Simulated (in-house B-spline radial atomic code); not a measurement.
Ionising W VII (W6+) with different functionals

Computed with a B-spline radial code for spherical atoms: scalar-relativistic (spin-free X2C) Hamiltonian, Fermi nucleus of rms radius 5.3658 fm, spin-polarised at highest spin, spherical fractional occupations for the functionals, and exact exchange of hybrids averaged over the configuration. The ionisation energy is the difference of two self-consistent energies, [Xe] 4f14 → [Xe] 4f13, without Breit or QED terms; ε is the level of the shell that loses the electron (its least bound occupied spin orbital). There is no spin-orbit coupling in this Hamiltonian.

```
   method                    rung  ΔSCF (eV)  -ε(4f) (eV)
     PBE0           global hybrid     122.49       113.76
    B3LYP           global hybrid     122.53       112.80
    TPSSh           global hybrid          ?            ?
   M06-2X           global hybrid     122.15       119.21
BHandHLYP           global hybrid          ?            ?
  r2SCAN0           global hybrid     122.82       114.13
    B97-1           global hybrid     122.51       112.97
    HSE06  range-separated hybrid     122.39       113.25
    wB97X  range-separated hybrid     122.32       115.51
CAM-B3LYP  range-separated hybrid     122.46       114.78
  LC-wPBE  range-separated hybrid     122.64       114.76
```

Q: What does TPSSh give?

A: ΔSCF 122.52 eV, and -ε(4f) = 110.79 eV.

Q: What does BHandHLYP give?

A: ΔSCF 121.86 eV, and -ε(4f) = 118.18 eV.

Q: Among the functionals, which spreads more, the ΔSCF values or the orbital energies?

A: The orbital energies: ΔSCF values span about 0.96 eV and the orbital energies 8.42 eV; here energy differences depend much less on the functional than eigenvalues do.

Q: How do they compare with the NIST value?

A: NIST lists 122.01 eV ± 0.06 (semi-empirical, ground level to ground level). Errors run from -0.15 to +0.81 eV; M06-2X is closest (+0.14 eV), though others lie within the uncertainty of it, and part of that can be cancellation, since the calculations leave out spin-orbit coupling, Breit-QED terms, multiplet and fine-structure energies.
